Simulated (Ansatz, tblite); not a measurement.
Isomers of Ba5S5⁺ (doublet), found by a short tight-binding search and relaxed with PBE-D4/def2-SVP in Ansatz.

In the def2 sets Ba takes a core potential; there is no spin–orbit coupling. The xTB rows come from tblite.

Other spin states weren't relaxed.

A:

```xyz
10

Ba   -1.560   -1.248   -1.224
Ba   -3.562    0.494    3.327
Ba    1.344   -0.630    1.807
Ba    2.328    0.340   -2.300
Ba   -0.341    2.879   -0.260
S     0.116   -3.093    0.515
S     1.391   -2.113   -0.903
S    -1.526    0.546    1.348
S    -0.453    1.124   -2.573
S     2.263    1.702    0.262
```

B:

Cartesian coordinates in Å:
```
Ba 2.539 -0.224 -1.952
Ba 0.140 3.152 -0.594
Ba -3.166 0.450 0.283
Ba 0.709 -0.256 1.887
Ba -0.767 -2.926 -1.077
S -1.291 2.115 1.649
S 2.456 1.672 0.182
S 1.860 -2.321 -0.135
S -1.887 -1.878 1.332
S -0.591 0.214 -1.575
```

Problem. Estimate which lies lowest at each level, and how far above it the others are (eV).

Solution. 
| level | A | B |
| --- | --- | --- |
| GFN1-xTB | 0.49 | 0.00 |
| GFN2-xTB | 0.09 | 0.00 |
| PBE-D4/def2-TZVP | 0.98 | 0.00 |
| r2SCAN-D4/def2-TZVP | 1.06 | 0.00 |
| PBE0-D4/def2-TZVP | 0.66 | 0.00 |
Point groups (tolerance 0.1 Å): A Cs, B C4v. Lower isomers may exist.
